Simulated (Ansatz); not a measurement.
Basis sets compared for Ge(eta1-allyl)2H2 (C₆H₁₂Ge). Total charge 0; singlet. Geometry PBE-D4/def2-SVP. Ansatz on 4 threads of Arm Neoverse V2 on a shared host; times are rough, and most runs start from earlier orbitals.

```xyz
19

Ge    0.2109   -0.1657   -0.2839
C     0.7073   -0.1713    1.6469
C     1.9193   -1.0107    1.8907
C     3.1612   -0.5495    2.1366
H    -0.1763   -0.5564    2.1992
H     0.8693    0.8836    1.9512
H     1.7682   -2.1047    1.8241
H     3.3709    0.5312    2.2103
H     4.0109   -1.2355    2.2751
C    -1.5099    0.8000   -0.5682
C    -1.8205    0.9337   -2.0237
C    -2.7409    0.2208   -2.7021
H    -1.4001    1.7915   -0.0795
H    -2.2997    0.2370   -0.0289
H    -1.2036    1.6626   -2.5824
H    -3.3795   -0.5244   -2.1979
H    -2.8873    0.3559   -3.7847
H     0.0585   -1.6284   -0.7891
H     1.3413    0.5304   -1.0936
```

Binding counts from free atoms (Ge triplet, C triplet, H doublet) in the same basis, without a counterpoise term.

```tsv
level	functions	energy (Eh)	HOMO (eV)	LUMO (eV)	binding per atom (eV)	wall time
PBE-D4/def2-SVP	176	-2311.7466	-5.59	-0.98	4.17	2.1 s
PBE-D4/def2-TZVP (with forces)	306	-2312.2646	-5.67	-1.17	4.14	4.5 s
PBE0-D4/def2-SVP	176	-2311.8418	-6.66	-0.01	4.12	3.3 s
PBE0-D4/def2-TZVP	306	-2312.3526	-6.70	-0.20	4.09	7 s
```

(1) Estimate the rows for PBE-D4/def2-TZVPD, PBE0-D4/def2-TZVPD.

Results:

(1) 
```csv
level,functions,energy (Eh),HOMO (eV),LUMO (eV),binding per atom (eV),wall time
PBE-D4/def2-TZVPD,384,-2312.2661,-5.70,-1.23,4.14,7 s
PBE0-D4/def2-TZVPD,384,-2312.3538,-6.71,-0.27,4.09,11 s
```
